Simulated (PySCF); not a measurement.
## Unknowns

- NMR shieldings at PBE0/pcSseg-1/GIAO
- geometry: GFN2-xTB
- program: PySCF 2.14
- no solvent, fast rotation and ring inversion assumed for equivalent nuclei, a single conformation, relativity neglected

δ = σ(ref) − σ, references computed at the same level: $^{1}$H (σref 31.72) and $^{13}$C (σref 186.93) vs TMS. Splittings of carbon signals by F and P are missing where no couplings were computed. Where no couplings were computed, multiplicities follow the n + 1 count of equivalent neighbours, and m marks all less simple cases (inequivalent or close neighbours, rings, F or P nearby). Shifts are as computed. Against solution values, carbons near 30 ppm lie about +3 ppm off and those near 130 ppm about +5 ppm. Of 1211 compounds with measured shifts, 218 miss one by over three times the rms of a fit or turn the order of signals round; such compounds aren't used in these exercises.

(1) C8H6FN. $^{1}$H NMR (400 MHz, computed): δ 7.85 (m, 1H), 7.62 (d, 1H), 6.87 (m, 1H), 6.83 (m, 1H), 6.69 (m, 1H), 6.61 (m, 1H). $^{13}$C{$^{1}$H} NMR (computed): δ 147.2, 129.0, 126.3, 122.0, 119.9, 117.2, 100.8, 100.5. What is it?

(2) C6H4FN3. $^{1}$H NMR (400 MHz, computed): δ 8.95 (m, 1H), 8.26 (m, 1H), 8.00 (m, 1H), 7.37 (m, 1H). $^{13}$C{$^{1}$H} NMR (computed): δ 164.0, 139.0, 129.9, 124.1, 121.6, 117.3. What is it?

## Answers

(1) SMILES Fc1ccc2ccccn12. Rings plus π bonds: 6 (2 rings in the answer). 8 carbon signals for 8 carbons: no two carbons are equivalent. Carbon types of the structure: 2 × C, 6 × CH, which accounts for all hydrogens. δC 147.2: aromatic carbon bearing fluorine; an ipso carbon deshielded by its heteroatom. δC 129.0: ring-fusion aromatic carbon. δC 126.3, 119.9, 117.2, 100.8, 100.5: aromatic CH. δC 122.0: aromatic CH next to a ring nitrogen.

This is the structure that produced the data.

(2) `c1c(F)cn2c(c1)cnn2`. The formula gives 6 degrees of unsaturation (2 rings in the answer). 6 carbon signals for 6 carbons: no two carbons are equivalent. Carbon types of the structure: 2 × C, 4 × CH, which accounts for all hydrogens. δC 164.0: aromatic carbon bearing fluorine; σ withdrawal by the attached heteroatom moves it downfield of the ring CH carbons. δC 139.0: ring-fusion aromatic carbon. δC 124.1, 121.6: aromatic CH. δH 8.95, 8.26: hydrogen on an aromatic CH next to a ring nitrogen; ring current plus the neighbouring ring nitrogen.

The data come from this structure; uniqueness wasn't tested.
